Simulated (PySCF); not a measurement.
Property card for `Cc1c[p-]c([SiH3])c1`

Compound: C5H8PSi (charge -1).
Z-matrix (Å and degrees, GFN2-xTB geometry), rows numbered from 1:
```
C 
C   1  1.5019
C   2  1.3849  1  124.11
P   3  1.7384  2  113.42  1  -179.99
C   4  1.7713  3   89.82  2     0.00
Si  5  1.8461  4  124.53  3   179.97
C   5  1.3916  4  110.80  3    -0.01
H   1  1.0938  2  111.05  3  -120.22
H   1  1.0904  2  110.61  3    -0.02
H   1  1.0938  2  111.05  3   120.17
H   3  1.0832  2  124.13  1     0.01
H   6  1.4799  5  115.55  4   -60.90
H   6  1.4800  5  115.58  4    61.31
H   6  1.4807  5  110.28  4  -179.80
H   7  1.0847  2  123.28  1    -0.02
```

Structural features include: Si–H bond and C–Si bond.

GFN2-xTB geometry:

| Item | Value |
| --- | --- |
| Point group of the GFN2-xTB geometry | Cs |
| Rotational constants A, B, C of the GFN2-xTB geometry | 3.379, 1.225, 0.913 GHz |

PBE0/pcSseg-1 ground state and GIAO shieldings, non-relativistic (PySCF):

| Quantity | Value |
| --- | --- |
| HOMO energy | -0.63 eV |
| LUMO energy | 4.67 eV |
| HOMO–LUMO gap | 5.30 eV |
| Lowest Hirshfeld atomic charge | -0.22 e on C5 |
| Highest Hirshfeld atomic charge | +0.22 e on Si6 |
| 13C chemical shifts (computed TMS as zero) by class | 144.9 (C3), 130.8 (C7), 125.1 (C2), 121.6 (C5), 21.1 (C1) ppm |
| 1H chemical shifts (computed TMS as zero) by class | 7.12 (H11), 6.73 (H15), 4.58 (H12/H13/H14), 2.43 (H8/H9/H10) ppm |
| Isotropic shieldings of nuclei other than C and H, by class | 434 (Si6), 196 (P4) ppm |
| Mayer bond orders between heavy atoms | C1–C2 1.05, C2–C3 1.47, C3–P4 1.31, P4–C5 1.21, C5–Si6 1.01, C5–C7 1.43, C7–C2 1.37 |

Monoisotopic mass of the ion (most abundant isotopes, electron mass counted): 127.0138 u.

The rotational constants make it an asymmetric top with κ = (2B − A − C)/(A − C) = -0.75, nearer the prolate limit (−1). With B = h/(8π²I), that is 505.379 GHz u Å² over I, the principal moments of inertia are 149.6, 412.5 and 553.4 u Å² (most abundant isotopes); the inertial defect Ic − Ia − Ib is -8.7 u Å² (zero for a rigid planar frame, negative otherwise).

Isolated species at its GFN2-xTB geometry, gas phase. NMR classes are plain means over equivalent atoms (diastereotopic ones count apart unless rotation or inversion swaps them), as if these changed places fast; in this geometry the members of some classes differ. No diffuse functions stand in pcSseg-1, which bears on an anion's orbital energies.
